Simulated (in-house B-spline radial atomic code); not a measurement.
Tc3+ is squeezed into an impenetrable sphere of radius R (the orbitals vanish at R). Method: Dirac-Kohn-Sham LDA VWN5, spherical fractional occupations, Fermi nucleus of rms radius 4.41117 fm. Calculated with a B-spline radial code for spherical atoms.

Energies in eV above the free ion in [Kr] 4d4:

```json
{"R (bohr)": "9.12", "highest level (eV)": "-35.2", "[Kr] 4d4": "0", "[Ar] 3d9 4s2 4p6 4d4 4f1": "284.6", "[Kr] 4d3 4f1": "26.86"}
{"R (bohr)": "6.29", "highest level (eV)": "-35.2", "[Kr] 4d4": "0.002294", "[Ar] 3d9 4s2 4p6 4d4 4f1": "285.2", "[Kr] 4d3 4f1": "27.5"}
{"R (bohr)": "5.47", "highest level (eV)": "-35.2", "[Kr] 4d4": "0.01969", "[Ar] 3d9 4s2 4p6 4d4 4f1": "285.9", "[Kr] 4d3 4f1": "28.3"}
{"R (bohr)": "3.96", "highest level (eV)": "-34.5", "[Kr] 4d4": "0.8448", "[Ar] 3d9 4s2 4p6 4d4 4f1": "290.4", "[Kr] 4d3 4f1": "33.11"}
{"R (bohr)": "3.74", "highest level (eV)": "-34", "[Kr] 4d4": "1.436", "[Ar] 3d9 4s2 4p6 4d4 4f1": "291.9", "[Kr] 4d3 4f1": "34.79"}
{"R (bohr)": "3.24", "highest level (eV)": "-32.2", "[Kr] 4d4": "4.82", "[Ar] 3d9 4s2 4p6 4d4 4f1": "298.2", "[Kr] 4d3 4f1": "41.45"}
{"R (bohr)": "2.66", "highest level (eV)": "-25.9", "[Kr] 4d4": "20.88", "[Ar] 3d9 4s2 4p6 4d4 4f1": "319.4", "[Kr] 4d3 4f1": "63.14"}
{"R (bohr)": "2.1", "highest level (eV)": "-6.28", "[Kr] 4d4": "97.94", "[Ar] 3d9 4s2 4p6 4d4 4f1": "404.2", "[Kr] 4d3 4f1": "147.7"}
{"R (bohr)": "1.66", "highest level (eV)": "41.1", "[Kr] 4d4": "370.4", "[Ar] 3d9 4s2 4p6 4d4 4f1": "689.8", "[Kr] 4d3 4f1": "425"}
{"R (bohr)": "1.28", "highest level (eV)": "161", "[Kr] 4d4": "1306", "[Ar] 3d9 4s2 4p6 4d4 4f1": "1659", "[Kr] 4d3 4f1": "1349"}
```

(1) Does [Ar] 3d9 4s2 4p6 4d4 4f1 fall below [Kr] 4d4 under compression?

(2) Does [Kr] 4d3 4f1 fall below [Kr] 4d4 under compression?

The highest level is first positive in the row R = 1.66 bohr, pushed up by confinement above the zero of the free ion's potential. Each configuration is held fixed and needn't be the lowest in the sphere.

## Answers

(1) No, it stays above over the whole range.

(2) No, it stays above over the whole range.
